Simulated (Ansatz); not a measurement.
Gas-phase electronic energies from Ansatz, PBE0-D4/def2-TZVP geometries. CBS: MP2 limit from def2 TZ/QZ plus the TZ coupled-cluster correction, frozen cores. Functionals use def2-TZVPP. Each species was taken in one conformer, which may not be the lowest.

Reaction (substitution at a C–C bond): `C[CH]1[NH][AlH]1` + `CO[Si](N)(F)Cl` → `CN[Si](F)(Cl)OC` + `[CH2]1[NH][AlH]1`

(1) Is it downhill or uphill in electronic energy at CCSD(T)/CBS, and by how much? (Estimate.)

(2) What do these levels give: PBE0-D4, ωB97X-V, ωB97M-V, r2SCAN, HF/def2-TZVPP, SCS-MP2/def2-TZVPP, CCSD/def2-TZVPP, CCSD(T)/def2-TZVPP, HF/def2-QZVPP, MP2/def2-QZVPP, SCS-MP2/def2-QZVPP, MP2/CBS(def2)? (Best estimate.)

Largest T1 diagnostic among the species: 0.015.

Results:

(1) Ansatz gave: Uphill: ΔE = +47.4 kJ/mol.

(2) The calculation gave: PBE0-D4 45.7, ωB97X-V 43.1, ωB97M-V 45.3, r2SCAN 48.7, HF/def2-TZVPP 41.8, SCS-MP2/def2-TZVPP 45.8, CCSD/def2-TZVPP 44.7, CCSD(T)/def2-TZVPP 45.4, HF/def2-QZVPP 41.9, MP2/def2-QZVPP 50.2, SCS-MP2/def2-QZVPP 46.9, MP2/CBS(def2) 51.1 kJ/mol.

In def2-TZVPP, CCSD(T) changes the Hartree–Fock value by +3.6 kJ/mol (the triples alone add +0.7 kJ/mol) and MP2 by +7.2 kJ/mol.
